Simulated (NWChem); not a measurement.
Everything below was run with NWChem. System: C₂H₅BO₂, charge 0, spin multiplicity 1, at a geometry optimised with PBE0/def2-SVP. The structure started from a generated list of species. Level: MP2/def2-TZVP, 5 core orbitals frozen.

The NWChem input:

```
start mol
memory heap 200 mb stack 800 mb global 1000 mb
geometry units angstroms nocenter noautoz
  B     -0.415842    -0.291221     0.000000
  C      0.340969     1.080645     0.000000
  C      1.677209     1.163880     0.000000
  H     -0.228756     2.020657     0.000000
  H      2.209474     2.121418     0.000000
  H      2.292676     0.257721     0.000000
  O      0.303911    -1.444817     0.000000
  H     -0.272249    -2.216783     0.000000
  O     -1.780523    -0.387877     0.000000
  H     -2.218099     0.467503     0.000000
  symmetry group Cs
end
basis spherical
  * library def2-tzvp
end
scf
  rhf
  nopen 0
  maxiter 100
  thresh 1e-7
  semidirect memsize 60000000 filesize 0
end
mp2
  freeze core 5
end
task mp2 energy
```

Output (cleaned and shortened):

```
             Northwest Computational Chemistry Package (NWChem) 7.3.0
             --------------------------------------------------------

                                NWChem Input Module
                                -------------------

 Scaling coordinates for geometry "geometry" by  1.889725989
 (inverse scale =  0.529177249)

 Turning off AUTOSYM since
 SYMMETRY directive was detected!

                             Geometry "geometry" -> ""
                             -------------------------

 Output coordinates in angstroms (scale by  1.889725989 to convert to a.u.)

  No.       Tag          Charge          X              Y              Z
 ---- ---------------- ---------- -------------- -------------- --------------
    1 B                    5.0000    -0.41584200    -0.29122100     0.00000000
    2 C                    6.0000     0.34096900     1.08064500     0.00000000
    3 C                    6.0000     1.67720900     1.16388000     0.00000000
    4 H                    1.0000    -0.22875600     2.02065700     0.00000000
    5 H                    1.0000     2.20947400     2.12141800     0.00000000
    6 H                    1.0000     2.29267600     0.25772100     0.00000000
    7 O                    8.0000     0.30391100    -1.44481700     0.00000000
    8 H                    1.0000    -0.27224900    -2.21678300     0.00000000
    9 O                    8.0000    -1.78052300    -0.38787700     0.00000000
   10 H                    1.0000    -2.21809900     0.46750300     0.00000000

 Effective nuclear repulsion energy (a.u.)     154.7080140039

            Nuclear Dipole moment (a.u.)
            ----------------------------
        X                 Y               Z
 ---------------- ---------------- ----------------
     0.0000151178     0.0000170075     0.0000000000

      Symmetry information
      --------------------

 Group name             Cs
 Group number              2
 Group order               2
 No. of unique centers    10

      Symmetry unique atoms

     1    2    3    4    5    6    7    8    9   10


 Summary of "ao basis" -> "" (spherical)
 ------------------------------------------------------------------------------
       Tag                 Description            Shells   Functions and Types
 ---------------- ------------------------------  ------  ---------------------
 *                         def2-tzvp                  on all atoms

 Summary of "ao basis" -> "ao basis" (spherical)
 ------------------------------------------------------------------------------
       Tag                 Description            Shells   Functions and Types
 ---------------- ------------------------------  ------  ---------------------
 B                         def2-tzvp                11       31   5s3p2d1f
 C                         def2-tzvp                11       31   5s3p2d1f
 H                         def2-tzvp                 4        6   3s1p
 O                         def2-tzvp                11       31   5s3p2d1f

                                 NWChem SCF Module
                                 -----------------

  ao basis        = "ao basis"
  functions       =   185
  atoms           =    10
  closed shells   =    19
  open shells     =     0
  charge          =   0.00
  wavefunction    = RHF
  use symmetry    = T
  symmetry adapt  = T

 Summary of "ao basis" -> "ao basis" (spherical)
 ------------------------------------------------------------------------------
       Tag                 Description            Shells   Functions and Types
 ---------------- ------------------------------  ------  ---------------------
 B                         def2-tzvp                11       31   5s3p2d1f
 C                         def2-tzvp                11       31   5s3p2d1f
 H                         def2-tzvp                 4        6   3s1p
 O                         def2-tzvp                11       31   5s3p2d1f

      Symmetry analysis of basis
      --------------------------

        a'        130
        a"         55

 Forming initial guess at       0.1s

      Superposition of Atomic Density Guess
      -------------------------------------

 Sum of atomic energies:        -251.94502975

      Non-variational initial energy
      ------------------------------

 Total energy =    -254.380965
 1-e energy   =    -648.153392
 2-e energy   =     239.064413
 HOMO         =      -0.354009
 LUMO         =      -0.041787

      Symmetry analysis of molecular orbitals - initial
      -------------------------------------------------

  Numbering of irreducible representations:

     1 a'          2 a"

  Orbital symmetries:

     1 a'          2 a'          3 a'          4 a'          5 a'
     6 a'          7 a'          8 a'          9 a'         10 a'
    11 a'         12 a'         13 a'         14 a"         15 a'
    16 a"         17 a'         18 a'         19 a"         20 a"
    21 a'         22 a'         23 a'         24 a"         25 a'
    26 a'         27 a'         28 a"         29 a'

 Starting SCF solution at       9.1s

 ----------------------------------------------
         Quadratically convergent ROHF

 Convergence threshold     :          1.000E-07
 Maximum no. of iterations :          100
 Final Fock-matrix accuracy:          1.000E-09
 ----------------------------------------------

              iter       energy          gnorm     gmax       time
             ----- ------------------- --------- --------- --------
                 1     -253.1689172831  1.26D+00  1.98D-01     12.4
                 2     -253.2520016108  4.01D-01  5.25D-02     19.1
[...]
    26 a'         27 a'         28 a'         29 a'

             Final eigenvalues
             -----------------

              1
    1  -20.5683
    2  -20.5579
    3  -11.2417
    4  -11.2116
    5   -7.6336
    6   -1.3834
    7   -1.3418
    8   -1.0329
    9   -0.7994
   10   -0.7563
   11   -0.7286
   12   -0.6305
   13   -0.6163
   14   -0.5733
   15   -0.5601
   16   -0.5439
   17   -0.5006
   18   -0.4734
   19   -0.3783
   20    0.1102
   21    0.1209
   22    0.1567
   23    0.1767
   24    0.1869
   25    0.1938
   26    0.2118
   27    0.2293
   28    0.2646
   29    0.2835

                       ROHF Final Molecular Orbital Analysis
                       -------------------------------------

 Vector   17  Occ=2.000000D+00  E=-5.005997D-01  Symmetry=a"
              MO Center= -6.4D-01, -9.4D-01,  3.6D-16, r^2= 2.0D+00
   Bfn.  Coefficient  Atom+Function         Bfn.  Coefficient  Atom+Function
  ----- ------------  ---------------      ----- ------------  ---------------
   119      0.339021   7 O  pz              122      0.310015   7 O  pz
   156     -0.310331   9 O  pz              159     -0.284692   9 O  pz
   125      0.214035   7 O  pz              162     -0.207877   9 O  pz

 Vector   18  Occ=2.000000D+00  E=-4.734269D-01  Symmetry=a'
              MO Center=  4.3D-01,  7.9D-01,  5.3D-15, r^2= 3.0D+00
   Bfn.  Coefficient  Atom+Function         Bfn.  Coefficient  Atom+Function
  ----- ------------  ---------------      ----- ------------  ---------------
    38      0.246123   2 C  py               41      0.213870   2 C  py
     7     -0.169772   1 B  py              101     -0.158718   5 H  s
    69     -0.157840   3 C  py               95      0.155175   4 H  s

 Vector   19  Occ=2.000000D+00  E=-3.783377D-01  Symmetry=a"
              MO Center=  9.1D-01,  1.0D+00, -2.2D-14, r^2= 1.8D+00
   Bfn.  Coefficient  Atom+Function         Bfn.  Coefficient  Atom+Function
  ----- ------------  ---------------      ----- ------------  ---------------
    39      0.265419   2 C  pz               42      0.263087   2 C  pz
    70      0.253554   3 C  pz               73      0.251598   3 C  pz
    45      0.176310   2 C  pz               76      0.156721   3 C  pz

 Vector   20  Occ=0.000000D+00  E= 1.101907D-01  Symmetry=a"
              MO Center=  7.3D-01,  8.1D-01,  1.2D-13, r^2= 3.8D+00
   Bfn.  Coefficient  Atom+Function         Bfn.  Coefficient  Atom+Function
  ----- ------------  ---------------      ----- ------------  ---------------
    76      0.720157   3 C  pz               45     -0.557788   2 C  pz
    14     -0.288366   1 B  pz               70      0.236427   3 C  pz
    73      0.189809   3 C  pz               39     -0.167447   2 C  pz
     8     -0.159885   1 B  pz              162      0.159530   9 O  pz
   125      0.157464   7 O  pz               11     -0.152109   1 B  pz

 Vector   21  Occ=0.000000D+00  E= 1.209277D-01  Symmetry=a'
              MO Center= -1.4D+00,  6.1D-01, -3.2D-14, r^2= 6.5D+00
   Bfn.  Coefficient  Atom+Function         Bfn.  Coefficient  Atom+Function
  ----- ------------  ---------------      ----- ------------  ---------------
     5      2.613562   1 B  s                36     -2.329599   2 C  s
    43      1.350844   2 C  px               13      1.277112   1 B  py
    96      1.029274   4 H  s                67     -1.000928   3 C  s
   153     -0.934105   9 O  s               145      0.623283   8 H  s
   182      0.492249  10 H  s                10      0.329709   1 B  py

 Vector   22  Occ=0.000000D+00  E= 1.566845D-01  Symmetry=a'
              MO Center= -5.5D-01, -1.1D+00,  3.2D-14, r^2= 8.1D+00
   Bfn.  Coefficient  Atom+Function         Bfn.  Coefficient  Atom+Function
  ----- ------------  ---------------      ----- ------------  ---------------
    36     -1.429425   2 C  s                13      1.359990   1 B  py
    96      1.274202   4 H  s               116      1.275414   7 O  s
    43      1.064137   2 C  px               67     -0.588868   3 C  s
   108     -0.551494   6 H  s               182      0.533780  10 H  s
   145     -0.519007   8 H  s               161     -0.452526   9 O  py

 center of mass
 --------------
 x =  -0.05721977 y =  -0.07645028 z =   0.00000000

 moments of inertia (a.u.)
 ------------------
         288.437952742828        -134.026698447245           0.000000000000
        -134.026698447245         373.097510352880           0.000000000000
           0.000000000000           0.000000000000         661.535463095708

  Mulliken analysis of the total density
  --------------------------------------

    Atom       Charge   Shell Charges
 -----------   ------   -------------------------------------------------------
    1 B    5     4.38   0.91  1.07  0.47  0.20  0.01  0.92  0.43  0.05  0.12  0.18  0.04
    2 C    6     6.40   0.85  1.12  0.48  0.70  0.12  1.24  1.37  0.43  0.02  0.05  0.01
    3 C    6     6.18   0.86  1.12  0.51  0.60  0.11  1.21  1.27  0.43  0.02  0.05  0.01
    4 H    1     0.91   0.26  0.50  0.12  0.02
    5 H    1     0.87   0.26  0.49  0.09  0.02
    6 H    1     0.85   0.26  0.48  0.08  0.02
    7 O    8     8.57   0.79  1.18  0.56  0.93  0.30  1.87  2.06  0.84  0.00  0.02  0.00
    8 H    1     0.65   0.24  0.32  0.03  0.05
    9 O    8     8.55   0.79  1.18  0.56  0.93  0.30  1.87  2.06  0.84  0.00  0.02  0.00
   10 H    1     0.65   0.25  0.33  0.03  0.05

       Multipole analysis of the density wrt the origin
       ------------------------------------------------

     L   x y z        total         open         nuclear
     -   - - -        -----         ----         -------
     0   0 0 0     -0.000000      0.000000     38.000000

     1   1 0 0     -0.299170      0.000000      0.000015
     1   0 1 0      0.434475      0.000000      0.000017
     1   0 0 1     -0.000000      0.000000      0.000000

     2   2 0 0    -20.814496      0.000000    213.285048
     2   1 1 0     -0.542617      0.000000     74.718642
     2   1 0 1      0.000000      0.000000      0.000000
     2   0 2 0    -18.912619      0.000000    168.713658
     2   0 1 1     -0.000000      0.000000      0.000000
     2   0 0 2    -23.649259      0.000000      0.000000

                   NWChem MP2 Semi-direct Energy/Gradient Module
                   ---------------------------------------------

  Basis functions       =    185
  Molecular orbitals    =    185
  Frozen core           =      5
  Frozen virtuals       =      0
  Active alpha occupied =     14
  Active beta occupied  =     14
  Active alpha virtual  =    166
  Active beta virtual   =    166
  Use MO symmetry       = T
  Use skeleton AO sym   = T

  AO/Fock/Back tols     =   1.0D-09  1.0D-09  1.0D-09

 GA uses MA = F    GA memory limited = T

 Available:
  local mem=  1.15D+08
 global mem=  1.31D+08
 local disk=  0.00D+00
  mp2_memr nvloc                   166
  nvloc new                   166
   1 passes of  14:        5242880                     185972                 130095135.
   1 passes of  14: M    114681612           G      131003550           F     109438732.
  mp2_memr nvloc                   166
  nvloc new                   166
   2 passes of   7:        5242880                     127895                  65076819.
   2 passes of   7: M    114681612           G      131003550           F     109438732.

 Semi-direct pass number   1 of   2  for RHF alpha+beta  at       69.5s
  vrange nnbf                 16457
  mp2_eaftype                   248  avail_ma_in_mb                   999
 EAF : mp2_eaftype filesize         248   32538410.
  mp2_eaf for mointskh                    248
Node 0 wrote    153.0 Mb in      0.1 s     Agg I/O rate:  1978.0 Mb/s
 Done moints_semi at       93.0s
  mp2_eaftype                   248  avail_ma_in_mb                   751
 EAF : mp2_eaftype filesize         248   32538410.
  mp2_eaf for kh                   248
 Done maket at       93.9s
 Semi-direct pass number   2 of   2  for RHF alpha+beta  at       93.9s
  vrange nnbf                 16457
  mp2_eaftype                   248  avail_ma_in_mb                   751
 EAF : mp2_eaftype filesize         248   32538410.
  mp2_eaf for mointskh                    248
Node 0 wrote    153.0 Mb in      0.1 s     Agg I/O rate:  2032.1 Mb/s
 Done moints_semi at      116.4s
  mp2_eaftype                   248  avail_ma_in_mb                   751
 EAF : mp2_eaftype filesize         248   32538410.
  mp2_eaf for kh                   248
 Done maket at      117.1s
 Done multipass loop at      117.1s

          -------------------------------------------
          SCF energy                -253.263906177898
          Correlation energy          -0.880950377161
          Singlet pairs               -0.554177191784
          Triplet pairs               -0.326773185377
          Total MP2 energy          -254.144856555060
          -------------------------------------------

          ---------------------------------------------------
                    Spin Component Scaled (SCS) MP2
          Same spin pairs                     -0.217848790251
          Same spin scaling factor             0.333333333333
          Opposite spin pairs                 -0.663101586910
          Opposite spin scaling fact.          1.200000000000
          SCS-MP2 correlation energy          -0.868338167709
          Total SCS-MP2 energy              -254.132244345607
          ---------------------------------------------------

 -----------------------
 Performance information
 -----------------------

 Timer overhead =  2.44D-07 seconds/call

               Nr. of calls         CPU time (s)                 Wall time (s)                GFlops
             ---------------    -------------------     ------------------------------   -------------------
Name         Min   Avg   Max    Min     Avg     Max     Min     Avg     Max   Mx/calls   Min     Max     Sum
mp2: moin     2     2     2    46.     46.     46.      46.     46.     46.     23.      0.0     0.0     0.0
mp2: make     2     2     2    1.6     1.6     1.6      1.6     1.6     1.6    0.82      0.0     0.0     0.0
mp2: tota     1     1     1    48.     48.     48.      48.     48.     48.     48.      0.0     0.0     0.0

 The average no. of pstat calls per process was 5.00D+00
 with a timing overhead of 1.22D-06s

 Task  times  cpu:      117.1s     wall:      117.1s

 Total times  cpu:      117.1s     wall:      117.1s
```
